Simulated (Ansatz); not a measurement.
`FCC(F)Cl` + HI → `FCC(F)I` + HCl at 600 K and 1 bar (substitution at a C–Cl bond).

Computed with Ansatz on PBE0-D4/def2-TZVP structures; ΔE is electronic, products minus reactants. CCSD(T)/CBS is the MP2 limit (def2-TZVPP, def2-QZVPP) plus CCSD(T) − MP2 in def2-TZVPP, frozen cores. This one scheme is used for every species. Elements past krypton have def2 core potentials. For I outer-core shells are correlated without core-valence functions, which leaves a few kJ/mol of doubt a bond. Each species was taken in one conformer, which may not be the lowest.

```
   species  CCSD(T)/CBS energy (Eh)  H − E (kJ/mol)  S (J/(mol·K))
`FCC(F)Cl`               -737.25651           182.7          380.3
        HI               -298.03592            31.6          227.0
 `FCC(F)I`               -574.91548           181.4          402.1
       HCl               -460.38127            35.4          207.2
```

H − E and S are ideal-gas, rigid-rotor, harmonic terms from PBE0-D4/def2-TZVP, for one conformer and one mirror image of each species. 1 Eh = 2625.50 kJ/mol, R = 8.31446 J/(mol·K).

Question: By hand: ΔE, ΔH, ΔS and ΔG.

Answer: ΔE = (-574.91548) + (-460.38127) − (-737.25651) − (-298.03592) = -0.00432 Eh = -11.3 kJ/mol. Δ(H − E) = 181.4 + 35.4 − 182.7 − 31.6 = 2.5, so ΔH = -8.8 kJ/mol. ΔS = 402.1 + 207.2 − 380.3 − 227.0 = 2.0 J/(mol·K). ΔG = -8.8 − 600 × (2.0)/1000 = -10.0 kJ/mol.

Question: By hand: the equilibrium constant, and the temperature at which ΔG would vanish if ΔH and ΔS stayed fixed.

Answer: log₁₀ K = −ΔG/(RT ln 10) = 0.9. ΔH and −TΔS have one sign here, so there is no such temperature. One of them is within its doubt of zero, so this could turn.

The number of gas molecules stays the same, so ΔS is small and ΔH decides. A doubt of 5 kJ/mol in ΔE shifts log₁₀ K by 0.4 here. Other conformers and mirror images would add mixing entropy, several J/(mol·K) or more a flexible species. These are equilibria of isolated gas molecules and say nothing of rates. Largest T1 diagnostic: 0.011 (customary marks: 0.02 for closed shells, 0.045 for open ones).
